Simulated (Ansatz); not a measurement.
Input file for Ansatz (a first-principles code): R-B3LYP/def2-TZVPPD on ClH3 (a complex). Files ending in .json are basis or fitting sets from the Basis Set Exchange.

Ansatz 0.2 input:
```yaml
crystal:
  periodic: [false, false, false]
  atoms:
    - {symbol: Cl, position_ang: [-0.11795616, -0.58843122, -0.72128949]}
    - {symbol: H, position_ang: [-0.07378760, -0.40224195, 0.54698815]}
    - {symbol: H, position_ang: [-0.35292607, 0.02695530, 2.80097892]}
    - {symbol: H, position_ang: [0.36558137, -0.16997253, 2.80402480]}
basis:
  gaussian:
    orbitals: def2-TZVPPD.json
hamiltonian:
  xc: {name: B3LYP}
scf: {lower_state_search: off}
```

Output:

```
WARN ansatz: RAYON_NUM_THREADS=2 ignored (pool sized by the plan → 2); use --threads N
Functional definition: B3LYP
these checks for a lower state are left out or cut short: stability, starts, cluster_reference, orbital_swaps, neighbouring_geometries, increment
integrals: 0.02 GiB planned
511 factors; their error is unknown
mean field: 0.22 GiB planned
mean field evaluation 1: about -12571.7379 eV, gradient 1.2e1 eV
mean field evaluation 2: about -12571.9179 eV, gradient 1.1e1 eV
mean field evaluation 4: about -12572.1324 eV, gradient 4.2e-1 eV
mean field evaluation 8: about -12572.1554 eV, gradient 7.9e-4 eV
mean field -12572.15542528 eV, -462.0181901660 hartree, gradient 2.9e-6 eV, S^2 0.000000; 0 other end points of the search recorded, 0 dependent functions left out
reference -12572.15565871 eV, -462.0181987446 hartree; 10, 10 occupied and 92, 92 virtual orbitals, 511 factors
Total energy: -12572.15565871 eV, -462.0181987446 hartree
Checks for a lower state left out: stability, starts, cluster_reference, orbital_swaps, neighbouring_geometries, increment
```

The calculation finished and met its thresholds.

Cost: around 0.5 core-seconds (rough).
